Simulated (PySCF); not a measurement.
## Core-level binding energies of Ge(SH)H3

Species: Ge(SH)H3.
Cartesian coordinates in Å at the PBE0-D3(BJ)/def2-SVP level; atoms count from 1:
```
atom  x, y, z in Å
Ge1    0.1906   -0.0137   -0.5217
S2     0.2742    0.0276    1.7064
H3    -1.0674    0.0538    1.8632
H4     1.6588   -0.0235   -0.9685
H5    -0.5268    1.2362   -1.0617
H6    -0.5293   -1.2804   -1.0177
```

Level of theory: delta-SCF UKS SCAN, pcX-2 on the ionised atom, pcseg-1 elsewhere, spin-free X2C (PySCF 2.14.0). Vertical ΔSCF values, vacuum level as zero.

Problem. Give the core binding energies atom by atom.

Solution. 
| atom(s) | bonded to | level | binding energy (eV) | count |
| --- | --- | --- | --- | --- |
| S2 | H and Ge | S 1s | 2477.15 | 1 |

Problem. Express the binding energy of S 1s of S2 in atomic units and per mole.

Solution. 2477.15 eV = 91.0336 Eh = 239009 kJ/mol.

Not every level is listed. No level of germanium is listed. Geometry: PBE0-D3(BJ)/def2-SVP; no solvent, vibrations or thermal averaging.
